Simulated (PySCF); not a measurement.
Species: C7H11O (doublet state).
Numbering: `[CH2:1][C@@:2]1([CH2:3][OH:4])[CH:5]=[C:6]([CH3:7])[CH2:8]1` (hydrogens: H9, H10 on C1; H11, H12 on C3; H13 on O4; H14 on C5; H15, H16, H17 on C7; H18, H19 on C8)

Geometry (GFN2-xTB, Å), atoms numbered from 1 in this order:
```
atom  x, y, z in Å
C1     1.340    1.025    1.270
C2     0.683    0.417    0.118
C3     1.598    0.353   -1.111
O4     2.807   -0.316   -0.857
C5    -0.018   -0.916    0.427
C6    -1.237   -0.462    0.148
C7    -2.605   -1.031    0.148
C8    -0.769    0.927   -0.202
H9     2.404    1.151    1.280
H10    0.783    1.216    2.167
H11    1.057   -0.130   -1.938
H12    1.878    1.365   -1.418
H13    2.600   -1.180   -0.484
H14    0.376   -1.850    0.785
H15   -3.244   -0.471    0.831
H16   -3.043   -0.959   -0.848
H17   -2.587   -2.074    0.454
H18   -1.117    1.717    0.460
H19   -0.917    1.228   -1.238
```

The hyperfine couplings belong to this conformer and change with its torsions.

Computed, not measured: UKS B3LYP, pcH-1 on C H O, non-relativistic, mean-field spin-orbit, GIAO in PySCF. Geometry: GFN2-xTB, one conformer, isolated molecule. The geometry wasn't refined by DFT: couplings that depend on bond lengths, twists or pyramidal angles can differ widely from those at the functional's own minimum. The SCF solution wasn't tested for stability.

(1) Where do the isotropic ENDOR lines of H9/H10, H19, H15/H16/H17, H12 and H11 fall at 1209.0 mT, to first order?

(2) Which pairs are centred on the nuclear Larmor frequency, and which on half the coupling?

## Answers

(1) ν± = |νn ± a/2|, one line for each electron-spin manifold; νn = |g_N| × 7.62259 MHz/T × B.

| nuclei | isotope | g_N | νn (MHz) | a_iso (MHz) | lower line (MHz) | upper line (MHz) |
| --- | --- | --- | --- | --- | --- | --- |
| H9/H10 | 1H | 5.5857 | 51.48 | -60.92 | 21.02 | 81.94 |
| H19 | 1H | 5.5857 | 51.48 | 14.34 | 44.31 | 58.64 |
| H15/H16/H17 | 1H | 5.5857 | 51.48 | 2.40 | 50.27 | 52.68 |
| H12 | 1H | 5.5857 | 51.48 | -1.57 | 50.69 | 52.26 |
| H11 | 1H | 5.5857 | 51.48 | 0.77 | 51.09 | 51.86 |

(2) Centred on νn, since |a| < 2νn: H9/H10, H19, H15/H16/H17, H12 and H11. No pair has |a| > 2νn.

Means are taken over nuclei equivalent by connectivity, which assumes that they swap fast. The three 1H nuclei of mean +2.4 MHz run from 0.1 to 5.5 MHz in the frozen geometry.

The run took 1.7 min wall (with the writing of density and orbital grids) on one thread of an Arm Neoverse V1, shared host with 32 logical CPUs at a one-minute load of 31, and the process peaked at 1.1 GiB of memory.
